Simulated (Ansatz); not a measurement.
Relaxation of AlF$_{2}$H$_{4}$P (8 atoms, charge 0, multiplicity 1), to a largest force component of 0.03 eV/Å in at most 50 steps.

The calculation used RHF/def2-SVP (Ansatz).

```xyz
8
Properties=species:S:1:pos:R:3
Al 0.007 -0.627 -0.358
H 0.165 0.246 2.257
F 1.358 0.287 -0.552
F -1.394 0.036 -0.899
P 0.000 -2.626 0.755
H -0.566 -3.452 -0.238
H 1.348 -2.986 0.542
H 0.031 -0.455 2.249
```

Where does it end, and by what steps?

The run converged. After 22 steps the energy has fallen by 0.193 eV; H8 moved furthest, 0.77 Å.

| step | energy less start (eV) | largest force component (eV/Å) | accepted |
| --- | --- | --- | --- |
| 0 | 0.0000 | 1.559 | yes |
| 1 | -0.1074 | 0.438 | yes |
| 2 | -0.1279 | 0.353 | yes |
| 3 | -0.1505 | 0.470 | yes |
| 4 | -0.1539 | 0.461 | yes |
| 5 | -0.1615 | 0.146 | yes |
| 6 | -0.1638 | 0.130 | yes |
| 7 | -0.1655 | 0.151 | yes |
| 8 | -0.1691 | 0.179 | yes |
| 9 | -0.1720 | 0.152 | yes |
| 10 | -0.1600 | 0.317 | no |
| 11 | -0.1759 | 0.107 | yes |
| 12 | -0.1788 | 0.119 | yes |
| 13 | -0.1808 | 0.121 | yes |
| 14 | -0.1835 | 0.142 | yes |
| 15 | -0.1859 | 0.220 | yes |
| 16 | -0.1885 | 0.207 | yes |
| 17 | -0.1900 | 0.208 | yes |
| 18 | -0.1887 | 0.097 | no |
| 19 | -0.1901 | 0.119 | yes |
| 20 | -0.1919 | 0.035 | yes |
| 21 | -0.1923 | 0.063 | yes |
| 22 | -0.1927 | 0.022 | yes |

```xyz
8
Properties=species:S:1:pos:R:3
Al 0.080 -0.741 -0.040
H 0.272 0.501 2.066
F 1.435 0.187 -0.176
F -1.348 -0.060 -0.494
P 0.184 -2.958 0.620
H -0.680 -3.447 -0.385
H 1.395 -3.249 -0.047
H -0.391 0.189 2.213
```

Whether the end is a true minimum wasn't checked by a vibrational analysis.

The run took 32 s on 1 thread of Arm Neoverse V1 (shared host), peak memory 0.15 GiB.
